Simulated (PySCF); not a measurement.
C₄H₅FO, SMILES O=C1CC[C@@H]1F.

The structure is a stationary point at ωB97X-D3(BJ)/def2-SVP. The structure was generated by enumeration; whether it is a known compound was not checked.

Two levels are set side by side: PBE/def2-TZVP (PySCF) and CAM-B3LYP/def2-TZVP (PySCF). Same geometry, gas phase. Differences are taken from unrounded values.

```tsv
quantity	CAM-B3LYP
orbital gap (eV)	8.92
highest occupied level (eV)	-8.91
lowest empty level (eV)	0.01
dipole moment (D)	3.77
mean polarisability (bohr³)	47.1
```

**Question.** What does PBE give, and how far is it from CAM-B3LYP? (The exact figures need the calculation; the answer reports its results.)

**Answer.** 
```csv
quantity,PBE,PBE minus CAM-B3LYP
orbital gap (eV),3.62,-5.29
highest occupied level (eV),-5.92,3.00
lowest empty level (eV),-2.29,-2.30
dipole moment (D),3.44,-0.33
mean polarisability (bohr³),49.3,2.2
```

Without exact exchange PBE keeps part of each electron's self-repulsion, which lifts occupied levels and narrows the gap. PBE's more diffuse valence density responds more strongly to a field. Differences between two approximate levels are no errors against the true value.

Rough cost on one machine, each run with all the roots and properties that it gave: CAM-B3LYP against PBE within a factor of 2.
